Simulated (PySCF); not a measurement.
## Ions at one geometry of La(OH)3

PySCF 2.14.0, RKS PBE0, La def2-SVP with ECP46, O def2-SVP, H def2-SVP; non-relativistic Hamiltonian with scalar-relativistic core potentials where named; density fitting; no spin-orbit coupling; singlets restricted, open shells unrestricted. The geometry is relaxed for charge 0, singlet, vacuum:

```xyz
7

La    0.0000    0.0000   -0.3845
O     2.1357    0.0000    0.0635
H     3.0313    0.0000    0.4017
O    -1.0678    1.8495    0.0635
H    -1.5157    2.6252    0.4017
O    -1.0678   -1.8495    0.0635
H    -1.5157   -2.6252    0.4017
```

Energies count from the relaxed state; an electron taken off or put on is at rest in vacuum. Charges and spins are Mulliken's.

```tsv
state	energy (eV)	spin squared	charge on La1 (e)	spin on La1 (e)	dipole about the centre of mass (D)
charge 0, singlet, vacuum	0.00	0.00	1.09	0.00	1.58
charge -1, doublet, vacuum	-0.07	0.75	0.18	1.03	5.27
```

Question: What does the state charge +1, doublet, vacuum give?

Answer: energy (eV) 9.34, spin squared 0.77, charge on La1 (e) 1.40, spin on La1 (e) -0.13, dipole about the centre of mass (D) 0.33.

With an electron taken off (doublet) the charges change, summed by element, by La +0.30 e, O +0.50 e, H +0.20 e. The vertical ionisation energy is 9.34 eV, against −ε(HOMO) = 7.34 eV of the relaxed state. The level lies 2.0 eV too high, as is usual for semilocal functionals and global hybrids, which keep a self-interaction error.

With an electron put on (doublet) the charges change, summed by element, by La -0.91 e, O +0.01 e, H -0.10 e. The vertical electron affinity is 0.07 eV, against −ε(LUMO) = 1.25 eV of the relaxed state. The basis has no diffuse functions, which an added electron needs. The added electron's level lies above zero.

Open shells may have lower solutions than those found.
